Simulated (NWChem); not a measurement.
Species: SbF2 cation; SMILES [F][Sb+][F]

Results from NWChem. Structure relaxed at the PBE0/def2-SVP level. def2 effective core potentials on Sb; no spin-orbit coupling. Vertical excitations in the gas phase; the lowest state need not have the same character in each row.

```
level                            lowest excitation, singlet (eV)  lowest state with f > 0.02, singlet (eV)  oscillator strength of that bright state  orbital gap (eV)
-------------------------------  -------------------------------  ----------------------------------------  ----------------------------------------  ----------------
PBE/def2-SVPD, full TDDFT                                   4.45                                      5.72                                     0.022              4.09
B3LYP/def2-SVPD, full TDDFT                                 4.82                                      4.82                                     0.028              5.81
PBE0/def2-SVPD, full TDDFT                                  4.94                                      4.94                                     0.036              6.30
LRC-wPBEh/def2-SVPD, full TDDFT                       (withheld)                                (withheld)                                     0.039        (withheld)
```

Problem. Fill in the missing entries.

Solution. 
- LRC-wPBEh/def2-SVPD, full TDDFT, lowest excitation, singlet (eV): 4.99
- LRC-wPBEh/def2-SVPD, full TDDFT, lowest state with f > 0.02, singlet (eV): 4.99
- LRC-wPBEh/def2-SVPD, full TDDFT, orbital gap (eV): 9.86
